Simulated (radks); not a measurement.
Question: All-electron atom: Ag3+ in [Kr] 4d8. Method: scalar-relativistic Kohn-Sham, PBEsol, spin-polarised, spherical densities, finite nucleus; open shells are filled with parallel spins first (spin-orbit coupling, left out, can overturn this in heavy ions); Fermi nuclear charge, rms radius 4.5454 fm; computed with a radial shooting solver on a logarithmic mesh with Libxc functionals. Some entries of the table are withheld. Estimate them.

| orbital | occ. | eigenvalue (eV) | <r^2> (bohr^2) |
|---|---|---|---|
| 1s up | 1 | -25354.49 | 0.001309 |
| 1s down | 1 | -25354.48 | 0.001309 |
| 2s up | 1 | -3767.363 | 0.02148 |
| 2s down | 1 | -3766.954 | 0.02148 |
| 2p up | 3 | -3384.002 | 0.01692 |
| 2p down | 3 | -3383.687 | 0.01692 |
| 3s up | 1 | -722.6448 | 0.1556 |
| 3s down | 1 | -722.4148 | 0.1555 |
| 3p up | 3 | -596.7649 | 0.1571 |
| 3p down | 3 | -596.5063 | 0.1570 |
| 3d up | 5 | -398.1334 | 0.1425 |
| 3d down | 5 | -397.7522 | 0.1425 |
| 4s up | 1 | -134.3032 | (1) |
| 4s down | 1 | -132.7304 | (2) |
| 4p up | 3 | (3) | 1.113 |
| 4p down | 3 | (4) | 1.112 |
| 4d up | 5 | -44.4467 | 1.829 |
| 4d down | 3 | -42.8736 | 1.854 |

Answer: 
(1) 4s up <r^2> (bohr^2): 0.9292
(2) 4s down <r^2> (bohr^2): 0.9278
(3) 4p up eigenvalue (eV): -97.4981
(4) 4p down eigenvalue (eV): -95.8842
